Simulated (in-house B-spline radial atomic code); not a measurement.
**TDHF excitations of As⁵⁺**

Method: TDHF. Computed with an all-electron radial atomic-structure program (B-spline basis): linear response of the closed shell [Ar] 3d10 with bare exchange (time-dependent Hartree-Fock); non-relativistic, point nucleus, no spin-orbit coupling, no double excitations, S, P, D and F terms only. Only terms of natural parity with L up to 3 were computed.

Without relativity these are model numbers for so heavy an element.

Command:
```bash
python run_td.py task.json out
```
Settings (radii: box in bohr, nucleus in fm):
```
Z                        33
electrons                28
configuration            [Ar] 3d10
hamiltonian              nr
method                   hf
box_radius               16.35
intervals                54
```

Cost of the run: 1.5 s on 1 thread of Arm Neoverse N1, on a shared host.

The lowest states, in the order of their Tamm-Dancoff energies; the method's threshold (minus the highest occupied level) is 124.04 eV. Labels give the largest channel, * marks a mixed state, and oscillator strengths are full-response dipole values. Energies in eV:

| state | full response | Tamm-Dancoff | oscillator strength |
| --- | --- | --- | --- |
| 3d → 4s 3D | 44.62 | 44.67 | - |
| 3d → 4s 1D | 45.52 | 45.54 | - |
| 3d → 4p 3P | ? | ? | - |
| 3d → 4p 3F | 57.49 | 57.54 | - |
| 3d → 4p 1F | 58.12 | 58.14 | - |
| 3d → 4p 1P | 58.90 | 58.99 | 0.577 |
| 3d → 4d 3S | 75.56 | 75.68 | - |
| 3d → 4d 3D | 77.30 | 77.34 | - |
| 3d → 4d 1D | 78.08 | 78.10 | - |
| 3d → 4d 1S | 82.66 | 83.29 | - |
| 3d → 5s 3D | ? | ? | - |
| 3d → 5s 1D | 84.69 | 84.69 | - |
| 3d → 5p 3P | 89.01 | 89.03 | - |
| 3d → 5p 3F | 89.27 | 89.28 | - |
| 3d → 5p 1F | 89.46 | 89.47 | - |
| 3d → 5p 1P | 89.64 | 89.67 | 0.06 |
| 3d → 4f 3P | 92.46 | 92.46 | - |
| 3d → 4f 3F | 92.93 | 92.93 | - |
| 3d → 4f 1F | 93.04 | 93.04 | - |
| 3d → 4f 1P | 93.27 | 93.31 | 0.737 |
| 3d → 5d 3S | 96.47 | 96.51 | - |
| 3d → 5d 3D | 97.12 | 97.13 | - |

(1) Where does 3d → 4p 3P lie?

(2) Where does 3d → 5s 3D lie?

(3) How large is the singlet-triplet splitting of 3d → 4s (D terms) in Tamm-Dancoff?

(4) What polarisabilities and dispersion coefficient does the method give?

Answers

(1) At 56.73 eV in full response, 56.79 eV in Tamm-Dancoff.

(2) At 84.45 eV in full response, 84.47 eV in Tamm-Dancoff.

(3) 0.874 eV, from the unrounded values.

(4) Dipole 0.4979 bohr³, quadrupole 0.5446 bohr⁵, C6 0.8169 hartree·bohr⁶ for two such species.
